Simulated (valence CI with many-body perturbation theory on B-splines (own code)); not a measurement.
## Sn XX: electric-dipole lines

Calculated by configuration interaction combined with many-body perturbation theory (CI+MBPT): three valence electrons over a frozen Dirac-Fock core [Ar] 3d10, a basis of 11 s, 11 p, 9 d, 7 f, 5 g, 2 h, 1 i functions for each j, with the one-electron correlation potential Σ1, the two-electron term Σ2, the three-electron term Σ3, Breit, model QED; selected CI, second order for the rest (own B-spline code, finite nucleus).

No measured levels were compared; by estimate levels hold to about 250 cm⁻¹ or 0.2 % of their energy and the worst to 1 %, as in measured heavy ions of charge 2 to 7; those with d or f electrons hold less well.

Lines 151 to 200 of 268 in falling wavelength, among levels below 1617300 cm⁻¹, chosen from the strongest by gf and those to the six lowest levels. Wavelengths and rates use the calculated energies, so an error of 2000 cm⁻¹ moves a line at 159.0 Å by 0.32 % and its rate by three times that or more. Electric multipoles are in the length gauge, E1 and E2 with the static RPA response of the core. Weak lines are less certain than strong ones. Lines between different terms over intervals too small for the method are left out, as are lines whose strength nearly cancels. Where a level lies close to another of its J and parity, the split of strength between their lines is uncertain. The highest levels of a list are the least certain.

Names give the largest LS component (configuration and term), which can be under half, so a name can repeat, a term be missing and a line seem to break the LS rules; names also repeat where a configuration has a term twice. Letters in brackets count levels of one name in rising energy.

| λ vac (Å) | Upper | Lower | A (s⁻¹) | S (a.u.) |
| --- | --- | --- | --- | --- |
| 159.0 | 4s 4p 4d 2P°_1/2 [b] | 4s 4p2 2S_1/2 | 5.52e+10 | 2.19e-01 |
| 158.0 | 4p2 4d 4P_3/2 | 4p3 2D°_5/2 | 1.54e+10 | 1.20e-01 |
| 157.8 | 4p2 4d 4P_5/2 | 4p3 4S°_3/2 | 4.04e+10 | 4.70e-01 |
| 157.5 | 4p2 4d 2P_1/2 [b] | 4p3 2P°_1/2 | 5.85e+10 | 2.26e-01 |
| 157.3 | 4s 4p 4d 2D°_3/2 [b] | 4s 4p2 2P_3/2 | 8.83e+10 | 6.79e-01 |
| 157.3 | 4s 4p 4d 4P°_1/2 | 4s 4p2 2D_3/2 | 1.38e+09 | 5.30e-03 |
| 157.3 | 4s 4p 4d 2P°_3/2 [b] | 4s 4p2 2P_3/2 | 3.59e+10 | 2.76e-01 |
| 156.7 | 4p2 4d 4P_3/2 | 4p3 4S°_3/2 | 1.17e+10 | 8.91e-02 |
| 156.7 | 4s 4p 4d 4D°_5/2 | 4s 4p2 2D_3/2 | 2.44e+09 | 2.78e-02 |
| 156.4 | 4s 4p 4d 4P°_3/2 | 4s 4p2 2D_3/2 | 6.76e+09 | 5.11e-02 |
| 155.9 | 4s2 4d 2D_5/2 | 4s2 4p 2P°_3/2 | 1.37e+11 | 1.54e+00 |
| 155.8 | 4s 4p 4d 4F°_3/2 | 4s 4p2 4P_1/2 | 6.97e+08 | 5.21e-03 |
| 155.7 | 4s 4p 4d 2D°_5/2 [b] | 4s 4p2 2P_3/2 | 2.08e+11 | 2.32e+00 |
| 155.4 | 4s 4p 4d 2D°_3/2 [b] | 4s 4p2 2S_1/2 | 8.01e+10 | 5.93e-01 |
| 155.3 | 4s 4p 4d 2P°_3/2 [b] | 4s 4p2 2S_1/2 | 6.89e+10 | 5.09e-01 |
| 154.7 | 4s 4p 4d 4P°_5/2 | 4s 4p2 4P_3/2 | 8.30e+10 | 9.10e-01 |
| 154.3 | 4s2 4f 2F°_5/2 | 4s2 4d 2D_5/2 | 1.51e+10 | 1.65e-01 |
| 154.3 | 4s2 4f 2F°_7/2 | 4s2 4d 2D_5/2 | 1.92e+11 | 2.78e+00 |
| 153.0 | 4s 4p 4d 4D°_3/2 | 4s 4p2 4P_3/2 | 2.12e+10 | 1.50e-01 |
| 152.5 | 4p2 4d 2D_5/2 | 4p3 2D°_5/2 | 1.98e+10 | 2.08e-01 |
| 152.3 | 4s 4p 4d 4D°_1/2 | 4s 4p2 4P_3/2 | 3.51e+09 | 1.22e-02 |
| 151.3 | 4s 4p 4d 2D°_5/2 [a] | 4s 4p2 2D_3/2 | 8.29e+08 | 8.50e-03 |
| 151.3 | 4p2 4d 2D_5/2 | 4p3 4S°_3/2 | 4.18e+10 | 4.29e-01 |
| 151.2 | 4s 4p 4d 2P°_3/2 [a] | 4s 4p2 2P_1/2 | 1.40e+11 | 9.52e-01 |
| 151.1 | 4s 4p 4d 2F°_7/2 [a] | 4s 4p2 2D_5/2 | 3.52e+10 | 4.79e-01 |
| 150.7 | 4s2 4f 2F°_5/2 | 4s2 4d 2D_3/2 | 1.94e+11 | 1.96e+00 |
| 150.3 | 4p2 4d 4D_3/2 | 4p3 2P°_3/2 [a] | 1.41e+10 | 9.45e-02 |
| 150.2 | 4p2 4d 4D_5/2 | 4p3 2P°_3/2 [a] | 1.24e+10 | 1.24e-01 |
| 150.0 | 4s 4p 4d 2F°_5/2 [a] | 4s 4p2 4P_5/2 | 3.27e+09 | 3.27e-02 |
| 149.5 | 4p3 2P°_3/2 [b] | 4s 4p2 4P_1/2 | 3.30e+09 | 2.18e-02 |
| 149.2 | 4p2 4d 2P_1/2 [a] | 4p3 4S°_3/2 | 4.67e+10 | 1.53e-01 |
| 148.2 | 4s 4p 4d 2D°_3/2 [a] | 4s 4p2 4P_5/2 | 4.49e+09 | 2.89e-02 |
| 146.2 | 4s 4p 4d 2F°_7/2 [b] | 4s 4p2 2D_5/2 | 1.42e+11 | 1.75e+00 |
| 145.1 | 4s 4p 4d 4D°_5/2 | 4s 4p2 4P_5/2 | 9.74e+10 | 8.80e-01 |
| 145.0 | 4s 4p 4d 4D°_7/2 | 4s 4p2 4P_5/2 | 1.49e+11 | 1.79e+00 |
| 144.9 | 4p2 4d 2D_3/2 [b] | 4p3 2D°_5/2 | 2.29e+10 | 1.37e-01 |
| 144.8 | 4s 4p 4d 4P°_3/2 | 4s 4p2 4P_5/2 | 3.53e+10 | 2.12e-01 |
| 144.7 | 4p2 4d 2P_1/2 [b] | 4p3 4S°_3/2 | 5.17e+10 | 1.55e-01 |
| 144.1 | 4s 4p 4d 2F°_5/2 [a] | 4s 4p2 4P_3/2 | 1.06e+10 | 9.44e-02 |
| 143.8 | 4s 4p 4d 2P°_3/2 [a] | 4s 4p2 2D_3/2 | 8.31e+09 | 4.88e-02 |
| 143.8 | 4p2 4d 2F_5/2 [b] | 4p3 2D°_5/2 | 7.60e+10 | 6.69e-01 |
| 143.8 | 4p2 4d 2D_3/2 [b] | 4p3 4S°_3/2 | 1.35e+11 | 7.90e-01 |
| 143.8 | 4p2 4d 4P_5/2 | 4p3 2P°_3/2 [a] | 9.36e+10 | 8.24e-01 |
| 142.9 | 4p2 4d 4P_3/2 | 4p3 2P°_3/2 [a] | 1.52e+11 | 8.76e-01 |
| 142.7 | 4p2 4d 2F_5/2 [b] | 4p3 4S°_3/2 | 1.02e+11 | 8.82e-01 |
| 142.5 | 4p2 4d 4P_1/2 | 4p3 2P°_3/2 [a] | 1.36e+11 | 3.88e-01 |
| 142.4 | 4s 4p 4d 2D°_3/2 [a] | 4s 4p2 4P_3/2 | 1.86e+10 | 1.06e-01 |
| 141.5 | 4s 4p 4d 2P°_1/2 [a] | 4s 4p2 2P_1/2 | 5.81e+10 | 1.63e-01 |
| 141.4 | 4s 4p 4d 4D°_3/2 | 4s 4p2 4P_1/2 | 1.22e+11 | 6.82e-01 |
| 140.8 | 4s 4p 4d 4D°_1/2 | 4s 4p2 4P_1/2 | 1.89e+11 | 5.21e-01 |
